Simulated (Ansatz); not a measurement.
Si27H34⁺, a nanocrystal cut from hexagonal silicon. Charge 1, multiplicity 2. Geometry PBE-D4/def2-SVP, that of the neutral singlet; atoms count from 1.

Cartesian coordinates in Å:
```
Si 1.055 4.164 1.463
Si 1.757 2.229 2.597
Si 0.174 1.474 4.187
Si 3.880 1.222 -0.463
Si 2.173 0.536 1.020
Si 2.849 -1.398 2.174
Si -0.688 -0.617 3.517
Si 1.213 -1.987 3.781
Si 3.248 -3.110 0.615
Si -0.902 3.732 0.236
Si -2.728 3.113 1.609
Si 1.247 2.713 -2.801
Si 3.077 1.241 -2.674
Si -0.459 2.025 -1.319
Si 0.199 0.080 -0.172
Si -3.330 0.876 1.169
Si -1.506 -0.607 1.310
Si 2.342 -0.924 -3.228
Si 0.638 -1.612 -1.744
Si 1.300 -3.567 -0.618
Si -2.228 -2.775 0.744
Si -0.475 -4.353 0.736
Si -2.433 1.589 -2.519
Si -4.188 1.068 -1.019
Si -2.018 -0.134 -4.062
Si -1.326 -2.083 -2.948
Si -2.980 -2.937 -1.486
H 0.831 5.296 2.435
H 2.142 4.574 0.499
H 3.053 2.525 3.316
H 0.902 1.250 5.491
H -0.896 2.504 4.431
H 4.354 2.602 -0.077
H 5.051 0.277 -0.350
H 4.138 -1.082 2.897
H -1.788 -1.057 4.455
H 1.782 -1.689 5.148
H 0.894 -3.457 3.728
H 4.322 -2.647 -0.340
H 3.737 -4.356 1.311
H -1.283 4.976 -0.534
H -2.437 3.373 3.063
H -3.909 3.969 1.218
H 1.686 4.112 -2.445
H 0.706 2.738 -4.210
H 4.169 1.681 -3.622
H -4.413 0.426 2.121
H 3.496 -1.894 -3.151
H 1.813 -0.940 -4.642
H 1.613 -4.620 -1.656
H -3.317 -3.204 1.699
H 0.004 -4.712 2.118
H -1.019 -5.609 0.098
H -2.806 2.845 -3.275
H -5.149 2.233 -1.012
H -4.949 -0.152 -1.464
H -0.910 0.309 -4.988
H -3.248 -0.407 -4.893
H -1.001 -3.145 -3.974
H -4.311 -2.272 -1.710
H -3.145 -4.408 -1.786
```

Single mean-field runs in def2-SVP are fitted with def2-universal-jkfit.

(1) Estimate the Mulliken populations of the heavy atoms from the PBE0/def2-SVP orbitals of Ansatz.

(2) Where does the spin sit?

(3) And the Mayer bond orders between heavy atoms (over 0.3)?

## Answers

(1) 
```csv
atom,charge (e),spin (α − β)
Si1,0.13,0.02
Si2,-0.03,0.02
Si3,0.09,0.00
Si4,0.17,0.00
Si5,-0.27,0.14
Si6,-0.03,0.01
Si7,-0.04,0.07
Si8,0.09,0.00
Si9,0.13,0.02
Si10,-0.02,0.02
Si11,0.09,0.00
Si12,0.17,0.00
Si13,-0.13,0.03
Si14,-0.28,0.06
Si15,-0.06,0.09
Si16,-0.04,0.03
Si17,-0.19,0.03
Si18,0.17,0.00
Si19,-0.28,0.07
Si20,-0.02,0.01
Si21,-0.04,0.04
Si22,0.09,0.00
Si23,-0.02,0.06
Si24,0.09,0.02
Si25,0.13,0.01
Si26,-0.02,0.06
Si27,0.09,0.02
```
Mulliken values depend strongly on the basis.

(2) Summed by element: Si 0.82, H 0.18, of 1 unpaired in all. Largest on single atoms: Si5 0.14, Si15 0.09, Si7 0.07.

(3) Si1–Si2 0.94 (2.35 Å); Si1–Si10 0.91 (2.35 Å); Si2–Si3 0.92 (2.37 Å); Si2–Si5 0.90 (2.35 Å); Si3–Si7 0.92 (2.36 Å); Si4–Si5 0.89 (2.36 Å); Si4–Si13 0.90 (2.35 Å); Si5–Si6 0.91 (2.35 Å); Si5–Si15 0.80 (2.35 Å); Si6–Si8 0.92 (2.37 Å); Si6–Si9 0.94 (2.35 Å); Si7–Si8 0.93 (2.36 Å); Si7–Si17 0.84 (2.35 Å); Si9–Si20 0.91 (2.35 Å); Si10–Si11 0.92 (2.37 Å); Si10–Si14 0.91 (2.35 Å); Si11–Si16 0.92 (2.36 Å); Si12–Si13 0.92 (2.35 Å); Si12–Si14 0.89 (2.36 Å); Si13–Si18 0.92 (2.35 Å); Si14–Si15 0.92 (2.35 Å); Si14–Si23 0.86 (2.35 Å); Si15–Si17 0.93 (2.36 Å); Si15–Si19 0.90 (2.35 Å); Si16–Si17 0.90 (2.35 Å); Si16–Si24 0.90 (2.36 Å); Si17–Si21 0.89 (2.35 Å); Si18–Si19 0.89 (2.36 Å); Si19–Si20 0.92 (2.35 Å); Si19–Si26 0.86 (2.35 Å); Si20–Si22 0.91 (2.37 Å); Si21–Si22 0.93 (2.36 Å); Si21–Si27 0.90 (2.36 Å); Si23–Si24 0.92 (2.37 Å); Si23–Si25 0.93 (2.35 Å); Si25–Si26 0.93 (2.35 Å); Si26–Si27 0.92 (2.37 Å).
